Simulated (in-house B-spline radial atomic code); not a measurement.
A calculation on Ge IV (Ge3+) (with a hole in an inner shell): its settings, and results tabulated from the run. Method: Dirac-Kohn-Sham LDA VWN5, spherical fractional occupations, Fermi nucleus of rms radius 4.0742 fm. Calculated with an all-electron radial atomic-structure program (B-spline basis).

In the input, a minus or plus after the letter marks the j = l - 1/2 or j = l + 1/2 subshell.

Command:
```bash
python run_scf.py task.json out
```
Settings (nuclear radius in fm, mass in u):
```
Z                32
configuration    1s2 2s2 2p-1 2p+4 3s1 3p6 3d10 4s2 4p1
hamiltonian      dirac
method           lda,vwn
spin_polarised   False
nucleus          fermi
rms_radius       4.0742
atomic_mass      73.92118
speed_of_light   137.035999084
```

Output (hartree, bohr):
```
 radial grid: 70 intervals, B-splines of order 8, outer radius 28.1081 bohr

 iter        energy (Eh)    residual
    1       -2031.366897    6.45e-01
    2       -2033.289771    7.58e-01
    3       -2041.162517    5.82e-02
    4       -2041.235764    1.56e-02
    5       -2041.238577    4.69e-03
    6       -2041.238737    1.63e-03
    7       -2041.238784    2.33e-04
    8       -2041.238785    1.14e-06
    9       -2041.238785    7.36e-08

 total energy                     -2041.23878
 kinetic                            2082.1860
 electron-nucleus                  -4866.2452
 Hartree                             815.0949
 exchange-correlation                -72.2745

 first-order corrections (not in the total)
   Gaunt                             0.9667
   retardation                      -0.0893
   frequency dependence             -0.0038
   self-energy                       0.6984
   Uehling                          -0.0667
   Wichmann-Kroll                    0.0006
   recoil                            0.0114

 orbital      occ     eigenvalue          <r>       <r^2>       <1/r>     <1/r^2>     <1/r^3>       r_max    small
 1s1/2      2.000      -407.7519    0.0470291  0.00297566      32.353     2165.04           -     0.03076  1.34e-02
 2s1/2      2.000       -54.2131     0.208007   0.0510533     7.22042      224.02           -      0.1752  2.65e-03
 2p1/2      1.000       -49.0353     0.178842   0.0392212       7.193     73.0945           -      0.1377  2.64e-03
 2p3/2      4.000       -47.8283      0.18237   0.0406555     6.99733      66.849     985.802      0.1407  2.59e-03
 3s1/2      1.000        -8.4536     0.606369    0.423299     2.36599     36.9209           -      0.5317  6.36e-04
 3p1/2      2.000        -6.6419     0.612207    0.439575     2.26145     11.6772           -      0.5215  5.94e-04
 3p3/2      4.000        -6.4683     0.621888    0.453401     2.21384     10.6914     142.998      0.5295  5.80e-04
 3d3/2      4.000        -3.3044     0.641704    0.510651     1.98183     5.14996     18.3342      0.4668  4.82e-04
 3d5/2      6.000        -3.2761     0.645468    0.516568     1.96918     5.07584     17.8252      0.4693  4.78e-04
 4s1/2      2.000        -1.7570      1.69601     3.25129    0.785638     5.10871           -       1.504  1.13e-04
 4p1/2      0.333        -1.3353      1.90691     4.13326    0.690003     1.46735           -       1.669  9.10e-05
 4p3/2      0.667        -1.3163      1.93012     4.23278    0.680317     1.36247     15.7995       1.692  8.93e-05
```

Run time, properties included: 0.89 s on 1 thread of Arm Neoverse V1, on a shared host.

For the Dirac Hamiltonian the kinetic term is c α·p + (β - 1)c².
